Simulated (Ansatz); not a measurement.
Ideal-gas functions of `[CH3][Ti]([OH])([F])[Cl]` at 400 K and 1 bar, from an Ansatz frequency run at PBE0-D4/def2-TZVP.

Molar mass 134.36 g/mol, point group C1 (symmetry number 1), electronic degeneracy 1, moments of inertia 161.207, 261.761, 262.629 u Å². Harmonic wavenumbers (cm⁻¹, unscaled): 110, 123, 141, 151, 170, 179, 201, 312, 443, 547, 566, 588, 760, 834, 1159, 1406, 1407, 3033, 3137, 3142, 3960.

Use S(trans) = R[1.5 ln M + 2.5 ln T − 1.1517]; rotational temperatures θ = 24.2544 K / I; S(rot) = R[ln(√π/σ · √(T³/θAθBθC)) + 1.5]; for each mode x = 1.438777 ν̃/T, S = R[x/(eˣ − 1) − ln(1 − e⁻ˣ)] and H = RT x/(eˣ − 1); 1 cm⁻¹ = 0.0119627 kJ/mol; R = 8.31446 J/(mol·K).

Question: By hand: the entropy, in J/(mol·K).

Answer: Translation 176.1. Rotation: θ = 0.1505, 0.0927, 0.0924 K, giving 119.6. Vibration, mode by mode: 16.08, 15.16, 14.05, 13.49, 12.53, 12.12, 11.19, 7.78, 5.27, 3.91, 3.71, 3.48, 2.14, 1.73, 0.67, 0.32, 0.32, 0.00, 0.00, 0.00, 0.00, in all 124.0. Electronic 0.0. Sum 419.7 J/(mol·K).

Question: By hand: H − E and G − E in kJ/mol, counted from the electronic energy.

Answer: Zero-point energy ½ × 22369 × 0.0119627 = 133.8; thermal vibration 25.2; translation, rotation and pV give 4 RT = 13.3. H − E = 172.3 kJ/mol, and G − E = 172.3 − 400 × 419.7/1000 = 4.4 kJ/mol.

Vibration gives 30 % of the entropy, 45.3 J/(mol·K) of it from the modes under 150 cm⁻¹: soft modes count most, and the harmonic formula is weakest for them. The sum counts one conformer and one mirror image; others add a mixing term.
